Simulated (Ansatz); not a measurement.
`[SiH3]C1N=[C]1[ZnH]` → 2 C• + 5 H• + N• + Si• + Zn (atom)  (atomization)

Isolated molecules relaxed with PBE0-D4/def2-TZVP in Ansatz; ΔE leaves out vibrations. CBS: MP2 limit from def2 TZ/QZ plus the TZ coupled-cluster correction, frozen cores. This one scheme is used for every species, atoms too. Functionals use def2-TZVPP. B3LYP here is the variant with VWN-RPA as its local correlation; programs differ in this. No spin–orbit coupling; open shells (•) take unrestricted orbitals. Spin–orbit coupling would lower the free atoms: a little for C, Si. For Zn outer-core shells are correlated without core-valence functions, so the limit isn't a true one: a few kJ/mol of doubt a bond, and 10 to 20 or more in all where bonds break to atoms. Scalar relativity is left out up to krypton.

| level | ΔE (kJ/mol) | difference from CCSD(T)/CBS |
| --- | --- | --- |
| r2SCAN-D4 | 3261.0 | 27.7 |
| PBE0-D4 | 3260.2 | 26.9 |
| B3LYP-D4 | 3234.5 | 1.2 |
| r2SCAN | 3255.4 | 22.1 |
| B3LYP | 3197.9 | -35.4 |
| MP2/def2-TZVPP | 3214.3 | -19.0 |
| SCS-MP2/def2-TZVPP | 3203.0 | -30.3 |
| CCSD(T)/def2-TZVPP | 3143.2 | -90.1 |
| SCS-MP2/def2-QZVPP | 3266.4 | 33.1 |
| HF/CBS(def2) | 2224.5 | -1008.8 |
| CCSD(T)/CBS | 3233.3 | 0 |

Largest T1 diagnostic among the species: 0.017.

The D4 term adds +36.6 kJ/mol with B3LYP and +19.2 kJ/mol with PBE0; it sums over pairs of atoms, weighted by their polarisabilities, and B3LYP, whose exchange is more repulsive, gets the larger term. In def2-TZVPP, CCSD(T) changes the Hartree–Fock value by +928.0 kJ/mol (the triples alone add +67.1 kJ/mol) and MP2 by +999.1 kJ/mol; breaking electron pairs costs correlation energy, which Hartree–Fock lacks. From PBE to PBE0 (25 % exact exchange), in def2-TZVPP and without D4, ΔE moves by −69.3 kJ/mol: exact exchange takes away binding that semilocal exchange gives to molecules.

For atomizations the MP2-based limit and the directly extrapolated one differ by several kJ/mol either way, and by 10 to 25 for some Ge, Se and Sn compounds, so smaller differences from it don't rank the levels.
